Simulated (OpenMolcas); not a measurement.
Zr2+: effect of the active space

```
Program             : OpenMolcas
Method              : CASSCF
Basis               : ANO-RCC-MB
Scalar Hamiltonian  : DKH2, point nucleus
Spin-orbit coupling : RASSI with atomic mean-field integrals over the reference wave functions, term energies averaged over their components
```

A. 2 electrons in 5 orbitals (4d); 2S+1 = 3 even, 10 roots; 2S+1 = 1 even, 15 roots; cost of the order of 3 core-seconds
B. 2 electrons in 6 orbitals (4d 5s); 2S+1 = 3 even, 15 roots; 2S+1 = 1 even, 21 roots kept (CI in the orbitals of an earlier block); cost about 7 core-seconds

Energies in cm⁻¹ above 4d² ³F₂, the measured ground level; measured values from Moore, Atomic Energy Levels, vol. II, NSRDS-NBS 35 (1971 reprint of NBS Circular 467, 1952); NIST levels as listed in Rynkun, Gaigalas and Jonsson, Astron. Astrophys. 637, A10 (2020).

| Level | A | B | Measured |
| --- | --- | --- | --- |
| 4d² ³F₂ | 0.0 | 0.0 | 0.0 |
| 4d² ³F₃ | 556 | 560 | 681 |
| 4d² ³F₄ | 1238 | 1241 | 1486 |
| 4d² ¹D₂ | 7966 | 6610 | 5742 |
| 4d² ³P₀ | 9009 | 9014 | 8062 |
| 4d² ³P₁ | 9219 | 9224 | 8326 |
| 4d² ³P₂ | 9722 | 9649 | 8838 |
| 4d² ¹G₄ | 12141 | 12146 | 11049 |
| 4d² ¹S₀ | 29117 | 27948 | 23979 |

Deviations, from unrounded energies. A percentage is the sum of absolute deviations over the sum of measured energies, with the sign that they share, or ± where signs differ.

| Against measurement | Levels | A | B |
| --- | --- | --- | --- |
| mean absolute deviation (cm-1) | 8 | 1400 | 1100 |
| fine structure of the ground term (%) | 2 | -17.2 | -16.9 |
| other terms of the ground configuration (%) | 6 | +16.9 | +13.0 |

B lies closest to measurement on these levels. The largest miss of B in the table is 4d² ¹S₀, by +4000 cm-1. The ranking rests on the paired levels alone, and a cruder setting can come out closer through cancelling errors.

Between A and B the level of the table that moves most is 4d² ¹D₂, by 1400 cm-1 (lowest in B, highest in A).

Without dynamic correlation excited terms often stand tens of per cent too high (terms of higher spin than the ground term too low), and those without a measured partner can miss by more than the paired ones. Levels of configurations with an s electron are missing; early in the row they begin among the upper levels of the d shell and mix with terms of their name (holds for A). Some levels mix across a computed gap that differs much from the measured one, so their mixing is not that of the real levels (holds for A). Terms from blocks run as CI alone lack orbitals of their own (holds for B). Computed and measured levels are paired by configuration, term and J; levels that our copy of the source lacks, or whose pairing is in doubt (as where it misses far off the trend of its configuration), stay unpaired and out of the deviations. Levels of configurations outside the active space are missing. Levels that lie high or do not pair safely by name in every column are left out.
